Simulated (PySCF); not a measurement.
# SMILES C=CO/C=C\Br, C4H5BrO: coupling constants with relativity

Geometry (Å), atoms numbered from 1 in this order:
```xyz
11

C    -1.7997   -1.1844   -0.8862
C    -0.6013   -0.9785   -0.3473
O    -0.2072    0.2490    0.0754
C     1.0091    0.3921    0.6246
C     1.4774    1.5567    1.0794
Br    0.5044    3.1505    1.0181
H    -2.5119   -0.3661   -1.0074
H    -2.0771   -2.1863   -1.2123
H     0.1379   -1.7777   -0.2108
H     1.6298   -0.5099    0.6898
H     2.4728    1.6271    1.5156
```

Level of theory for the indirect couplings: PBE0/pcJ-1 (dyall-v2z on Br), gas phase, Gaussian nuclear model, structure from PBE0-D3(BJ)/def2-SVP (PySCF 2.14.0).

Non-relativistic values:
```
    coupling      atoms  J (Hz)
1J(79Br,13C)   Br6 – C5  -165.7
2J(79Br,13C)   Br6 – C4    -6.4
 2J(79Br,1H)  Br6 – H11    28.8
3J(79Br,17O)   Br6 – O3     1.1
 3J(79Br,1H)  Br6 – H10     2.8
4J(79Br,13C)   Br6 – C2    -0.8
```

What do two-component X2C with spin–orbit coupling give?

Answers


| coupling | atoms | with spin–orbit (Hz) |
| --- | --- | --- |
| 1J(79Br,13C) | Br6 – C5 | -179.3 |
| 2J(79Br,13C) | Br6 – C4 | -7.8 |
| 2J(79Br,1H) | Br6 – H11 | 29.2 |
| 3J(79Br,17O) | Br6 – O3 | 1.1 |
| 3J(79Br,1H) | Br6 – H10 | 2.7 |
| 4J(79Br,13C) | Br6 – C2 | -0.8 |

The largest listed coupling, 1J(79Br,13C), ends at 1.08 times its non-relativistic value. Couplings to strongly quadrupolar nuclei (79Br) are seldom resolved in solution.
